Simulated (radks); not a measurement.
Q: Species: Er2+. Configuration: [Xe] 4f11.5 6p0.5 (fractional occupations, a model configuration). Calculated with a radial shooting solver on a logarithmic mesh with Libxc functionals: scalar-relativistic Kohn-Sham, exchange-only r2SCAN, spin-polarised, spherical densities, finite nucleus; open shells are filled with parallel spins first (spin-orbit coupling, left out, can overturn this in heavy ions); meta-GGA in the generalised Kohn-Sham scheme; Fermi nuclear charge, rms radius 5.2516 fm. Some entries of the table are withheld. Estimate them.

orbital,occ.,eigenvalue (eV),<1/r> (bohr^-1),<r> (bohr)
1s up,1,-57464.22,77.54,0.02037
1s down,1,-57464.21,77.54,0.02037
2s up,1,-9693.303,18.07,0.08644
2s down,1,-9693.298,18.07,0.08644
2p up,3,-8572.294,16.67,0.07673
2p down,3,-8572.280,16.67,0.07673
3s up,1,-2196.279,6.674,0.2250
3s down,1,-2194.797,6.677,0.2250
3p up,3,-1853.404,6.227,0.2243
3p down,3,-1851.919,6.231,0.2242
3d up,5,-1423.666,5.893,0.2039
3d down,5,-1422.525,5.896,0.2037
4s up,1,-454.8949,2.806,0.5082
4s down,1,-451.6420,2.805,0.5083
4p up,3,-341.4050,2.570,0.5387
4p down,3,-338.1746,2.569,0.5388
4d up,5,-188.5631,2.271,0.5830
4d down,5,-185.3430,2.269,0.5836
5s up,1,-71.3763,1.064,1.243
5s down,1,-69.8822,1.052,1.255
5p up,3,-44.5613,(1),1.453
5p down,3,-43.5491,(2),1.468
4f up,7,-22.1314,1.688,(3)
4f down,4.5,-19.2443,1.665,(4)
6s up,0,-15.4605,0.3667,3.416
5d up,0,-14.5506,0.5501,2.365
6s down,0,-13.8820,0.3805,3.335
5d down,0,-13.6869,0.5614,2.297
6p up,0.5,-11.1934,0.2954,4.169

A: 
(1) 5p up <1/r> (bohr^-1): 0.8954
(2) 5p down <1/r> (bohr^-1): 0.8838
(3) 4f up <r> (bohr): 0.7832
(4) 4f down <r> (bohr): 0.8031
